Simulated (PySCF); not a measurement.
**Simulated absorption spectrum**

Compound: BMe2(OiPr), C5H13BO.
InChI=1S/C5H13BO/c1-5(2)7-6(3)4/h5H,1-4H3

Computed, not measured: TDDFT B3LYP/def2-SVPD, vertical, gas phase, core orbitals frozen in the response in PySCF 2.14.0, density-fitted response routines. Geometry: PBE0-D3(BJ)/def2-SVP, one conformer, isolated molecule.

Computed states:

| state | E (eV) | f |
| --- | --- | --- |
| S1 | 6.76 | 0.0001 |
| S2 | 7.05 | 0.024 |
| S3 | 7.67 | 0.0080 |
| S4 | 7.89 | 0.052 |
| S5 | 8.11 | 0.154 |
| S6 | 8.16 | 0.0059 |
| S7 | 8.18 | 0.029 |
| S8 | 8.25 | 0.0033 |
| S9 | 8.32 | 0.0078 |
| S10 | 8.50 | 0.011 |

Each state is given a Gaussian of 0.25 eV full width at half maximum, with ε(max) = 2.175×10⁸ f / Δν̃ (Δν̃ the width in cm⁻¹). The width is an assumption, not a result. The curve ends short of the highest state used, and states not computed would add to its high-energy end.

Question: What does the envelope look like, and where are its maxima?

Answer: 
λ (nm), ε (L mol⁻¹ cm⁻¹) and a bar:
```
    156.9       8262 ##############################
    158.5       5268 ###################
    160.1       2853 ##########
    161.7       1464 #####
    163.4        718 ###
    165.0        292 #
    166.6         84 
    168.2         42 
    169.8        157 #
    171.5        620 ##
    173.1       1471 #####
    174.7       2338 ########
    176.3       2541 #########
    177.9       1928 #######
    179.5       1042 ####
    181.2        384 #
    182.8        114 
    184.4         29 
    186.0          8 
    187.6          3 
    189.3          1 
    190.9          0 
    192.5          0 
    194.1          0
```

Maxima: 176 nm (7.05 eV), ε about 2600, made up of S2 (100%) (ε in L mol⁻¹ cm⁻¹; maxima over ε = 5, shares over 10%). At its high-energy end, 7.90 eV, the curve is still rising (ε about 8200, from S4 and S5).

Question: What would ε be at 7.05 eV, the highest of these maxima, with half the width (0.125 eV)?

Answer: About 5150 L mol⁻¹ cm⁻¹ against 2580, a factor of about 2.00; a lone state at its own centre would give exactly 2.

Without π bonds the low states are Rydberg-like; a valence basis with one diffuse set may place them up to an eV too high.
